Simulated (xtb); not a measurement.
Species: CH6OSn, SMILES `C[O][SnH3]` (charge 0, multiplicity 1).

**Question.** Give a relaxed geometry from xtb 6.7.1 with GFN2-xTB.

**Answer.** the end point of this relaxation (outside a Z-matrix the atoms follow the SMILES, hydrogens last).
Z-matrix (Å, degrees):
```
O
C 1 1.3988
H 2 1.0904 1 106.63
H 2 1.0928 3 108.63 1 121.10
H 2 1.0928 3 108.63 4 117.85
Sn 1 1.9620 2 127.18 3 179.98
H 6 1.6462 1 97.77 2 179.56
H 6 1.6748 7 114.65 1 116.09
H 6 1.6750 7 114.55 1 -116.07
```
